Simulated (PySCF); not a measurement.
# Au⁶¹⁺ (gold, charge +61): Hartree-Fock from Schrödinger to Dirac-Coulomb-Breit

Occupied: 1s1/2, 2s1/2, 2p1/2, 2p3/2, 3s1/2, 3p1/2, 3p3/2. Hartree-Fock calculated with PySCF 2.14 in an even-tempered Gaussian basis (19 s from 8.5 bohr⁻², ratio 2.3; 16 p from 10 bohr⁻², ratio 2.3), Gaussian nucleus throughout. NR is non-relativistic, sf-X2C the spin-free one-electron X2C Hamiltonian, X2C adds the bare one-electron spin-orbit term, X2C-SNSO screens it by Boettger's factors, DC is four-component Dirac-Coulomb, and the Gaunt and Breit terms are added at first order (total energies over the DC spinors, levels after relaxing the spinors in that mean field). QED terms are absent. Levels marked empty are virtual spinors of this ion; the basis has s and p functions only, so 3d, which can lie below the n = 4 levels, is absent.

```json
{"Hamiltonian": "NR", "E (hartree)": "-13890.5334", "E − E(DC) (hartree)": "1130.2736", "CPU seconds": "0.42"}
{"Hamiltonian": "sf-X2C", "E (hartree)": "-14984.5590", "E − E(DC) (hartree)": "36.2481", "CPU seconds": "0.31"}
{"Hamiltonian": "X2C", "E (hartree)": "-15014.6932", "E − E(DC) (hartree)": "6.1138", "CPU seconds": "0.33"}
{"Hamiltonian": "X2C-SNSO", "E (hartree)": "-15013.0502", "E − E(DC) (hartree)": "7.7569", "CPU seconds": "0.3"}
{"Hamiltonian": "DC", "E (hartree)": "-15020.8070", "E − E(DC) (hartree)": "0.0000", "CPU seconds": "17"}
{"Hamiltonian": "DC+Gaunt", "E (hartree)": "-14999.9813", "E − E(DC) (hartree)": "20.8258", "CPU seconds": "29"}
{"Hamiltonian": "DC+Breit", "E (hartree)": "-15001.9884", "E − E(DC) (hartree)": "18.8186", "CPU seconds": "89"}
```

Give the 3p spin-orbit interval with each Hamiltonian that has one.

X2C 498.6; X2C-SNSO 484.4; DC 484.4; DC+Gaunt 479.7; DC+Breit 479.7 (eV).

```tsv
level (eV)	NR	sf-X2C	X2C	X2C-SNSO	DC	DC+Gaunt	DC+Breit
1s1/2	-78289.5	-85900.8	-85870.4	-85872.1	-85984.0	-85670.7	-85694.1
2s1/2	-16908.2	-19054.6	-19045.7	-19046.2	-19062.6	-19026.6	-19029.5
2p1/2	-16454.6	-17122.4	-18509.9	-18467.2	-18477.9	-18419.8	-18425.2
2p3/2	-16454.6	-17122.4	-16582.5	-16595.5	-16607.8	-16569.4	-16574.9
3s1/2	-6804.9	-7454.6	-7451.9	-7452.1	-7456.1	-7447.4	-7448.4
3p1/2	-6609.6	-6868.1	-7224.9	-7214.1	-7216.9	-7202.5	-7204.2
3p3/2	-6609.6	-6868.1	-6726.3	-6729.7	-6732.5	-6722.8	-6724.6
4s1/2 (empty)	-3549.6	-3808.9	-3808.3	-3808.3	-3809.8	-3806.4	-3806.8
4p1/2 (empty)	-3472.4	-3587.2	-3720.3	-3716.3	-3717.4	-3711.9	-3712.7
4p3/2 (empty)	-3472.4	-3587.2	-3534.0	-3535.3	-3536.3	-3532.6	-3533.3
```

Weight of the small component: 1s1/2 0.0900, 2s1/2 0.0210, 2p1/2 0.0210, 2p3/2 0.0187, 3s1/2 0.00798, 3p1/2 0.00787, 3p3/2 0.00729, 4s1/2 0.00392, 4p1/2 0.00389, 4p3/2 0.00365.

Koopmans' value for the highest occupied level at DC+Breit: 6724.6 eV, against an ionisation energy of 6724 ± 12 eV (theoretical estimate listed by NIST; NIST Atomic Spectra Database, ionization energies); the former lacks relaxation, correlation, QED and recoil.

The whole ladder took 140 s of wall time on 1 thread of Intel(R) Xeon(R) Platinum 8488C (shared host), launched as `OMP_NUM_THREADS=1 python relrun2.py TASK.json OUT` (a driver that calls PySCF for each Hamiltonian).
